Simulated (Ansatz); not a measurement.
Relaxation of AlClFH₂N (6 atoms, charge 0, multiplicity 1), to a largest force component of 0.02 eV/Å in at most 40 steps.

The calculation used RKS revPBE/def2-SVP (Ansatz).

```xyz
6
Properties=species:S:1:pos:R:3
Al 0.000 0.000 0.000
F 0.000 0.000 1.690
N 1.663 0.000 -0.960
H 2.129 -0.918 -1.212
H 2.114 0.918 -1.238
Cl -1.931 0.000 -1.115
```

**Question.** Where does it end, and by what steps?

**Answer.** The forces met the threshold. After 13 steps the energy has fallen by 0.744 eV; H5 moved furthest, 1.01 Å.

| step | energy less start (eV) | largest force component (eV/Å) | accepted |
| --- | --- | --- | --- |
| 0 | 0.0000 | 1.743 | yes |
| 1 | -0.3608 | 0.906 | yes |
| 2 | -0.4169 | 0.334 | yes |
| 3 | -0.4240 | 0.129 | yes |
| 4 | -0.4538 | 0.471 | yes |
| 5 | -0.4810 | 1.237 | yes |
| 6 | -0.5741 | 1.265 | yes |
| 7 | -0.6800 | 0.757 | yes |
| 8 | -0.7329 | 0.314 | yes |
| 9 | -0.7408 | 0.097 | yes |
| 10 | -0.7422 | 0.070 | yes |
| 11 | -0.7438 | 0.082 | yes |
| 12 | -0.7443 | 0.042 | yes |
| 13 | -0.7443 | 0.011 | yes |

```xyz
6
Properties=species:S:1:pos:R:3
Al 0.030 -0.029 -0.053
F -0.017 -0.518 1.554
N 1.572 -0.005 -0.923
H 2.472 -0.272 -0.519
H 1.686 0.278 -1.898
Cl -1.768 0.545 -0.995
```

Whether the end is a true minimum wasn't checked by a vibrational analysis.

Time of the run: 34 s on 1 thread of Arm Neoverse V1, on a shared host, peak memory 0.15 GiB.
